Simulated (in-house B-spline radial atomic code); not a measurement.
# How G0W0 and RPA depend on the start: Ti XVI (Ti15+)

Configuration [He] 2s2 2p3, highest spin. Computed with an all-electron radial atomic-structure program (B-spline basis): all electrons, scalar-relativistic (spin-free one-electron X2C), finite nucleus, each spin shell either full or empty, empty states to l = 9 with an (l + 1/2)⁻⁴ tail; G0W0 by contour deformation at full frequency.

```
       start  mean-field 2p up (eV)  G0W0 (eV)  QP weight  RPA correlation (Eh)
Hartree-Fock               -1049.25   -1047.86      0.992              -0.38734
         PBE               -1005.93   -1046.86      0.982                -0.437
       wB97X               -1016.74          ?          ?                     ?
     r2SCAN0               -1020.84          ?          ?                     ?
```

Q: What G0W0 level, weight and RPA correlation energy follow from the wB97X start?

A: G0W0 level -1047.10 eV, weight 0.987, RPA correlation -0.41862 hartree.

Q: What G0W0 level, weight and RPA correlation energy follow from the r2SCAN0 start?

A: G0W0 level -1047.32 eV, weight 0.988, RPA correlation -0.41581 hartree.

Q: How much of the dependence on the start does G0W0 remove?

A: The mean-field levels span 43.3 eV and the G0W0 levels 0.995 eV. Against 1042.5 ± 0.8 eV (NIST, semi-empirical) the G0W0 removal energies are off by +4.36 to +5.36 eV, with spin-orbit coupling, Breit and QED terms left out.
